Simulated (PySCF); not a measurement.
Computed IR spectrum (relative IR intensity) of a molecule C₂H₆F₂Si. The structure is a stationary point at PBE0-D3(BJ)/def2-SVP. One conformer was computed; it need not be the lowest. Computed with PBE0-D3(BJ)/def2-SVP (PySCF). Frequencies are harmonic and unscaled.

Lines under 2 % of the strongest are left out, and lines within 2 cm⁻¹ are merged.

```json
[
 {"ν (cm⁻¹)": "146", "relative intensity": "2.2"},
 {"ν (cm⁻¹)": "305", "relative intensity": "6.8"},
 {"ν (cm⁻¹)": "444", "relative intensity": "21"},
 {"ν (cm⁻¹)": "822", "relative intensity": "31"},
 {"ν (cm⁻¹)": "832", "relative intensity": "6.9"},
 {"ν (cm⁻¹)": "902", "relative intensity": "100"},
 {"ν (cm⁻¹)": "931", "relative intensity": "36"},
 {"ν (cm⁻¹)": "984", "relative intensity": "6.9"},
 {"ν (cm⁻¹)": "1000", "relative intensity": "55"},
 {"ν (cm⁻¹)": "1064", "relative intensity": "6.4"},
 {"ν (cm⁻¹)": "1273", "relative intensity": "5.3"},
 {"ν (cm⁻¹)": "1422", "relative intensity": "3.0"},
 {"ν (cm⁻¹)": "1476", "relative intensity": "3.3"},
 {"ν (cm⁻¹)": "1479", "relative intensity": "3.8"},
 {"ν (cm⁻¹)": "2298", "relative intensity": "62"},
 {"ν (cm⁻¹)": "3055", "relative intensity": "3.7"},
 {"ν (cm⁻¹)": "3060", "relative intensity": "9.2"},
 {"ν (cm⁻¹)": "3155", "relative intensity": "5.1"},
 {"ν (cm⁻¹)": "3158", "relative intensity": "4.7"}
]
```

Problem. Which structure fits?
(A) CC[SiH](F)F
(B) C[Si](C)(F)F
(C) C[C@@H](F)[SiH2]F
(D) FC(F)C[SiH3]

Solution. A, CC[SiH](F)F
